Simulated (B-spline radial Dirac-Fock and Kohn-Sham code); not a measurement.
The computed values come from a B-spline atomic structure program: relaxed Dirac-Fock hole states (ΔSCF) with Breit and QED corrections and a finite nucleus. Free neutral atoms.

**Question.** Order these X-ray lines by photon energy, lowest first.
A. Sr Mζ1
B. Al Lℓ
C. Zr Mζ1
D. Cl Lη
E. Rb Mζ2
F. Nb Mζ1

**Answer.** B (70.45 eV), E (96.49 eV), A (113.9 eV), C (151.2 eV), F (170.1 eV), D (182.1 eV).
